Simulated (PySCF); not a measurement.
## Dipole response of Sr²⁺ (strontium, charge +2)

[Kr], closed-shell 1S. Computed with PySCF 2.14 in def2-TZVPPD with the def2 core potential (28 electrons) (6s4p3d1f, 40 functions), with scalar relativity through the core potential. Coupled (time-dependent) response in atomic units; α is the mean over directions.

```
method  mean α (bohr³)  C₆ (like pair)  S(−4)
   UHF           5.647           27.13  4.641
   PBE           5.777           27.86  4.993
  PBE0           5.721           27.55  4.840
 M06-L           5.701           27.75  4.717
  PW91           5.782           27.88  5.011
```

S(−4) is the Cauchy moment in α(ω) = α(0) + S(−4) ω² + …

α(iu) at PBE:

```json
{"u (hartree)": "0", "α(iu) (bohr³)": "5.777"}
{"u (hartree)": "0.0500", "α(iu) (bohr³)": "5.765"}
{"u (hartree)": "0.100", "α(iu) (bohr³)": "5.728"}
{"u (hartree)": "0.200", "α(iu) (bohr³)": "5.585"}
{"u (hartree)": "0.300", "α(iu) (bohr³)": "5.363"}
{"u (hartree)": "0.500", "α(iu) (bohr³)": "4.767"}
{"u (hartree)": "0.750", "α(iu) (bohr³)": "3.935"}
{"u (hartree)": "1.00", "α(iu) (bohr³)": "3.180"}
{"u (hartree)": "1.50", "α(iu) (bohr³)": "2.076"}
{"u (hartree)": "2.00", "α(iu) (bohr³)": "1.408"}
{"u (hartree)": "3.00", "α(iu) (bohr³)": "0.7387"}
{"u (hartree)": "5.00", "α(iu) (bohr³)": "0.2944"}
```

For an ion, C₆ is the dispersion term alone; charge-induced terms of lower order in 1/R come first.

Energies and moments cover only the electrons outside the core potential.
